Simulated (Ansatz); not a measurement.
Relaxation of AlFH4O2Si (9 atoms, charge 0, multiplicity 1), to a largest force component of 0.02 eV/Å in at most 40 steps.

Computed with Ansatz 0.2.0, RKS B3LYP/def2-SVP.

```xyz
9
Properties=species:S:1:pos:R:3:forces:R:3
Al 0.000 0.000 0.000 1.02 0.15 0.42
O 0.000 0.000 1.780 -0.49 -0.17 -1.94
Si -1.315 -0.407 2.744 0.75 0.33 -0.24
H -2.239 -1.240 1.980 -0.46 -0.40 -0.29
H -0.851 -1.143 3.916 0.19 -0.30 0.46
H -1.999 0.809 3.173 -0.34 0.47 0.21
O 1.542 0.000 -0.890 -1.12 -1.96 0.64
H 1.841 -0.952 -1.045 -0.35 1.85 0.18
F -1.464 0.000 -0.845 0.80 0.02 0.56
```

Where does it end, and by what steps?

The forces met the threshold. After 17 steps the energy has fallen by 0.562 eV; F9 moved furthest, 0.85 Å.

```
step  energy less start (eV)  largest force component (eV/Å)  accepted
   0                  0.0000                           1.962       yes
   1                 -0.2162                           1.050       yes
   2                 -0.2758                           0.830       yes
   3                 -0.3745                           0.481       yes
   4                 -0.4231                           0.242       yes
   5                 -0.4533                           0.336       yes
   6                 -0.5040                           0.262       yes
   7                 -0.4592                           2.347        no
   8                 -0.5296                           0.231       yes
   9                 -0.5436                           0.294       yes
  10                 -0.5500                           0.635       yes
  11                 -0.5607                           0.021       yes
  12                 -0.5612                           0.032       yes
  13                 -0.5613                           0.041       yes
  14                 -0.5615                           0.033       yes
  15                 -0.5492                           0.297        no
  16                 -0.5615                           0.027       yes
  17                 -0.5617                           0.004       yes
```

```xyz
9
Properties=species:S:1:pos:R:3
Al -0.134 -0.017 -0.287
O -0.595 -0.323 1.305
Si -1.344 -0.497 2.768
H -2.440 -1.506 2.673
H -0.356 -0.959 3.786
H -1.922 0.803 3.217
O 1.402 -0.349 -0.900
H 2.134 -0.734 -0.411
F -1.229 0.648 -1.337
```

Whether the end is a true minimum wasn't checked by a vibrational analysis.

Run time: 48 s on 2 threads of Arm Neoverse V1, with other jobs on the host, peak memory 0.2 GiB.
